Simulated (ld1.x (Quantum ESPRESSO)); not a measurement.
# Zn: excitation energies, all-electron against RRKJ

```json
{
 "Element": "Zn (Z = 30)",
 "Generator": "ld1.x (Quantum ESPRESSO) 7.5",
 "Type": "norm-conserving RRKJ (Kleinman–Bylander form)",
 "Functional": "PBE",
 "Relativity": "scalar-relativistic",
 "Frozen core": "[Ar]",
 "Valence charge": "12",
 "Reference configuration": "3d10 4s1.5 4p0.5",
 "Partial waves": "4s (bound): rc 1.85 bohr; 4p (bound): rc 2.85 bohr; 3d (bound): rc 1.35 bohr",
 "Local potential": "all-electron potential smoothed inside 1.95 bohr (lloc = -1)",
 "Core correction": "Bessel-smoothed model core inside 1.00 bohr",
 "rho0": "0.02"
}
```

Energies are relative to the spin-unpolarised reference configuration 3d10 4s1.5 4p0.5; without spin polarisation the order of configurations can differ from experiment.

| valence configuration | charge | ΔE all-electron (eV) | error AE − PS (meV) |
| --- | --- | --- | --- |
| 3d10 4s2 4p0 | 0 | -2.486 | +0.1 |
| 3d10 4s1 4p0 | +1 | 7.402 | -1.9 |
| 3d10 4s0 4p0 | +2 | 25.845 | -18 |
| 3d10 4s1 4p1 | 0 | 2.600 | -0.4 |
| 3d10 4s0 4p1 | +1 | 13.726 | -3.5 |
| 3d10 4s0 4p2 | 0 | 8.072 | -2.8 |

Task: What are ΔE and the potential's error for 3d10 4s1.5 4p0?

Result: ΔE = 1.454 eV all-electron; the error (AE − PS) is -0.2 meV.

Levels in the configuration 3d10 4s1.5 4p0:

```csv
level,all-electron (eV),pseudo (eV)
3d,-14.739,-14.721
4s,-9.840,-9.841
```
